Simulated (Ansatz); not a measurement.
The lowest singlet and triplet of C3H4 (SMILES [CH]C=C); geometries from B3LYP-D3(BJ)/def2-TZVP, each state relaxed from the structure named, with no frequency check, low spin by broken symmetry.
Singlet at the triplet's geometry (charge 0, multiplicity 1):
```xyz
7

C     -1.17471     0.29075    -0.46020
C     -0.09831    -0.36983     0.04544
C      1.13195     0.17990     0.34546
H     -2.18158     0.03334    -0.74674
H     -0.22692    -1.44072     0.22994
H      1.92914    -0.42948     0.74553
H      1.32577     1.23195     0.18708
```

A positive gap puts the triplet lower; no zero-point energy. R- takes a restricted singlet, here one determinant of a half-filled degenerate or near-degenerate pair, which mixes singlet states. U- takes an unrestricted singlet (broken symmetry where lower, unprojected). The triplet is unrestricted in single-reference levels. Active spaces average the two states.

Frozen-core correlation.

Codes used: Ansatz (an electronic-structure program). Each number belongs to the level named beside it.

```
level                                     gap E(singlet) − E(triplet), vertical, at the triplet's geometry (kcal/mol)
----------------------------------------  ---------------------------------------------------------------------------
R-HF/cc-pVTZ                                                                                                    49.83
R-SVWN5/def2-TZVPP                                                                                              23.79
U-B3LYP/def2-TZVPP (spin-contaminated)                                                                           6.57
R-PBE0/def2-TZVPP                                                                                               32.68
R-BHLYP/def2-TZVPP                                                                                              30.90
U-wB97M-V/def2-TZVPP (spin-contaminated)                                                                         9.32
R-CCSD/cc-pVTZ                                                                                                  29.60
R-CCSD(T)/cc-pVTZ                                                                                                 [?]
FIC-MRCISD+Q on SA-CASSCF(4,4)/cc-pVTZ                                                                            [?]
```

Problem. Complete the blanks.

Solution. 
- R-CCSD(T)/cc-pVTZ, gap E(singlet) − E(triplet), vertical, at the triplet's geometry (kcal/mol): 26.91
- FIC-MRCISD+Q on SA-CASSCF(4,4)/cc-pVTZ, gap E(singlet) − E(triplet), vertical, at the triplet's geometry (kcal/mol): 16.62

Doubts at one or more of the structures used: a restricted determinant that unrestricted orbitals would lower (R-HF/cc-pVTZ, R-SVWN5/def2-TZVPP, R-PBE0/def2-TZVPP, R-BHLYP/def2-TZVPP, R-CCSD/cc-pVTZ, R-CCSD(T)/cc-pVTZ); a spin-contaminated determinant (R-HF/cc-pVTZ, R-CCSD/cc-pVTZ, R-CCSD(T)/cc-pVTZ).
